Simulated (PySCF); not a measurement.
Mo(O)3 anion (MoO3), SMILES [O]=[Mo](=[O])=[O] (connectivity only; charge and spin as stated), charge -1, multiplicity 2.

Geometry: PBE0-D3(BJ)/def2-SVPD. A frequency run showed that this geometry is not a minimum. The spin state was assumed, not searched. The isomer is the one that the SMILES or the coordinates give; other isomers of the formula were not compared. The def2 effective core potentials stand for the cores of Mo; spin–orbit coupling is left out.

Method: PBE0-D3(BJ)/def2-SVPD run with PySCF.

Frequencies are harmonic and unscaled.

Modes within 1.5 cm⁻¹ of each other (mostly degenerate sets) share a row, with their intensities summed.

Computed normal modes with their intensities:
| mode | ν (cm⁻¹) | IR (km/mol) | moving atoms (share of kinetic energy) |
|---|---|---|---|
| 1 | 120i | 30.9 | O 67 %, Mo 33 % |
| 2–3 | 302 | 2.3 | O 90 %, Mo 10 % |
| 4–5 | 924 | 781.0 | O 77 %, Mo 23 % |
| 6 | 938 | 0.0 | O 100 % |
